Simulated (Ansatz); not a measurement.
Consider the cleavage of the Ge–Ge bond: `[F][GeH]([Cl])[GeH3]` + HBr → `[F][GeH]([Cl])[Br]` + GeH₄.

Program: Ansatz. Geometries: PBE0-D4/def2-TZVP. ΔE: electronic, gas phase. CCSD(T)/CBS is the MP2 limit (def2-TZVPP, def2-QZVPP) plus CCSD(T) − MP2 in def2-TZVPP, frozen cores. DFT in def2-TZVPP. B3LYP here is the variant with VWN-RPA as its local correlation; programs differ in this. HSE06 is defined as in plane-wave codes. For Br, Ge outer-core shells are correlated without core-valence functions, which leaves a few kJ/mol of doubt a bond. Scalar relativity is left out up to krypton.

```tsv
level	ΔE (kJ/mol)	difference from CCSD(T)/CBS
LDA (SPW92)	-40.0	5.8
PBE-D4	-40.8	5.0
revPBE-D4	-43.1	2.7
r2SCAN-D4	-49.1	-3.3
B97M-V	-56.1	-10.3
PBE0-D4	-45.0	0.8
B3LYP-D4	-44.9	0.9
r2SCANh-D4	-49.6	-3.8
r2SCAN0-D4	-50.5	-4.7
HSE06-D4	-45.2	0.6
BHLYP-D4	-50.7	-4.9
CAM-B3LYP-D4	-46.8	-1.0
ωB97X-V	-49.6	-3.8
ωB97M-V	-48.6	-2.8
B2PLYP	-49.0	-3.2
PBE	-41.2	4.6
revPBE	-41.9	3.9
BLYP	-41.9	3.9
PBE0	-45.6	0.2
B3LYP	-45.4	0.4
r2SCANh	-50.0	-4.2
r2SCAN0	-50.9	-5.1
HSE06	-45.8	0.0
BHLYP	-51.7	-5.9
CAM-B3LYP	-47.6	-1.8
LC-ωPBE	-47.3	-1.5
RPA@PBE/def2-TZVPP	-45.6	0.2
HF/def2-SVP	-59.0	-13.2
MP2/def2-SVP	-57.5	-11.7
CCSD/def2-SVP	-52.0	-6.2
CCSD(T)/def2-SVP	-51.9	-6.1
MP2/def2-TZVPP	-52.1	-6.3
SCS-MP2/def2-TZVPP	-52.8	-7.0
CCSD/def2-TZVPP	-47.8	-2.0
CCSD(T)/def2-TZVPP	-47.6	-1.8
HF/def2-QZVPP	-62.8	-17.0
MP2/def2-QZVPP	-50.8	-5.0
SCS-MP2/def2-QZVPP	-52.0	-6.2
HF/CBS(def2)	-62.8	-17.0
CCSD/CBS(def2)	-46.0	-0.2
CCSD(T)/CBS	-45.8	0
```

Largest T1 diagnostic among the species: 0.012.

From BLYP to BHLYP (50 % exact exchange), in def2-TZVPP and without D4, ΔE moves by −9.9 kJ/mol. In def2-TZVPP, CCSD(T) changes the Hartree–Fock value by +15.7 kJ/mol (the triples alone add +0.2 kJ/mol) and MP2 by +11.2 kJ/mol. Leaving LDA and LC-ωPBE aside and taking each functional with its dispersion term where it has one, the values spread over 15.3 kJ/mol, from B97M-V to PBE-D4.
